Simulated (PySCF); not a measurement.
Computed properties of 3,3-difluorocyclobutene (C₄H₄F₂), SMILES C1(C=CC1)(F)F

3,3-difluorocyclobutene (C4H4F2), SMILES FC1(F)C=CC1. Coordinates come from a B3LYP-D3(BJ)/def2-SVP optimisation. One conformer was computed; it need not be the lowest. All values are computed for the isolated molecule unless a solvent is named; none is compared with measurement here.

**Structure.** The optimised structure has Cs symmetry. All 24 harmonic modes at B3LYP-D3(BJ)/def2-SVP (PySCF) are real, so it is a minimum. With heavy atoms numbered as in [F:1][C:2]1([F:3])[CH:4]=[CH:5][CH2:6]1, the shortest bond between them is C4–C5 at 1.343 Å and the longest C2–C6 at 1.556 Å.

**Vibrations.** The strongest infrared lines (harmonic, unscaled, degenerate partners summed) lie at 1348 cm⁻¹ (202 km/mol, C 68 %, H 28 %), 1224 cm⁻¹ (173 km/mol, C 66 %, H 22 %, F 12 %), 1280 cm⁻¹ (71 km/mol, C 61 %, H 33 %). The softest mode is at 194 cm⁻¹ and the zero-point energy is 44.6 kcal/mol.

**Electronic structure.** M06-2X/def2-TZVP (PySCF) places the frontier levels at -9.42 and 0.36 eV, a gap of 9.78 eV, and gives a dipole moment of 2.62 D and a mean polarisability of 44.1 bohr³. PBE/def2-TZVP (PySCF) at the same geometry gives -6.96 and -1.62 eV, so its gap is 4.44 eV narrower. An orbital gap is neither the optical nor the fundamental gap.

**Excitations.** TDA-CAM-B3LYP/def2-SVPD (PySCF) has S1 at 7.23 eV (172 nm, f = 0.000, dark); the most intense of the 10 singlets computed lies at 7.52 eV (f = 0.25). T1 (TDA) is at 4.22 eV, 3.01 eV under S1. TDA-PBE/def2-SVPD (PySCF) puts S1 at 6.06 eV. No vertical singlet excitation falls in the visible range (under 3.1 eV).

**NMR.** GIAO shifts at KT2/pcSseg-1 (PySCF) (non-relativistic, atoms alike by connectivity averaged): ¹³C from 53.7 to 143.8 ppm against TMS; ¹H from 3.5 to 7.0 ppm against TMS; ¹⁹F at -145.4 ppm against CFCl3.
